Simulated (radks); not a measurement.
Values are calculated unless marked as measured or tabulated.
Fractional charge and spin in the 3p shell of copper: the spin-up occupation runs from 2 to 3 and the spin-down occupation from 2 to 3; the fullest corner is Cu2+, [Ne] 3s2 3d(up 4.5, down 4.5) 3p(up 3, down 3). Code: a radial shooting solver on a logarithmic mesh with Libxc functionals. Model: scalar-relativistic Kohn-Sham, PBE, spin-polarised, spherical densities, finite nucleus; Fermi nuclear charge, rms radius of each element as measured or else 0.836 A^(1/3) + 0.57 fm. Energy (eV) above the fullest corner. The planes named below are the two flat planes that join the four corners, with an edge along up + down = one added electron.

| down \ up | 2 | 2.25 | 2.5 | 2.75 | 3 |
|---|---|---|---|---|---|
| 2 | 238.427 | 203.569 | 170.164 | 138.185 | 107.600 |
| 2.25 | 203.569 | 170.263 | 138.380 | 107.890 | 78.760 |
| 2.5 | 170.164 | 138.380 | 107.987 | 78.952 | 51.240 |
| 2.75 | 138.185 | 107.890 | 78.952 | 51.335 | 25.001 |
| 3 | 107.600 | 78.760 | 51.240 | 25.001 | 0.000 |

Corners above the fullest one (they belong to Cu3+ and the next ion): (up 3, down 2) 107.60 eV, (up 2, down 3) 107.60 eV, (up 2, down 2) 238.43 eV. With half an added electron in each spin the energy lies 0.387 eV from the planes, and with half an added electron in spin up alone -2.850 eV. The planes are only a guide here: the flat-plane condition holds for ground states with one frontier orbital, while this shell lies below other occupied shells, so the corners above the fullest one are inner-hole states and not the ground states of those ions.
